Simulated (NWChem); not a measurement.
# C$_{2}$H$_{5}$NSi; SMILES C#C[SiH2]N

```xyz
9

C      0.2860    -2.3721     0.0417
C     -0.0302    -1.1969     0.0253
Si    -0.5241     0.5749    -0.0273
N      0.8950     1.5558     0.0011
H      0.5658    -3.4107     0.0619
H     -1.3250     0.9217     1.1824
H     -1.4094     0.7201    -1.2279
H      0.8296     2.5196     0.3070
H      1.6146     1.4412    -0.7034
```
Atoms are numbered in this order, from 1.

Program: NWChem. Pople sets run with spherical d functions. The geometry was optimised at PBE0/def2-SVP. Static field.

Task: Among these, which level gives the highest value of “anisotropy (bohr³)”?
A. B3LYP/6-31+G*
B. PBE/6-31+G*
C. BHandHLYP/6-31+G*
D. Hartree-Fock/6-31+G*

Result: B, PBE/6-31+G*. Values: Hartree-Fock/6-31+G* 25.9; BHandHLYP/6-31+G* 27.0; B3LYP/6-31+G* 28.3; PBE/6-31+G* 29.8
